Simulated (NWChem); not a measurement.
Species: C4H5Cl; SMILES C(Cl)=C=CC

All runs: NWChem. Coordinates come from a PBE-D3(BJ)/def2-SVP optimisation. Level: B3LYP/def2-SVP with COSMO at NWChem's default radii, gas-phase geometry; the question gives the dielectric constant.

What does the run give for dielectric constant 78.4? Quantities: electrostatic solvation energy (kcal/mol); dipole in solution (D).


* **electrostatic solvation energy (kcal/mol)**: -2.5
* **dipole in solution (D)**: 2.75
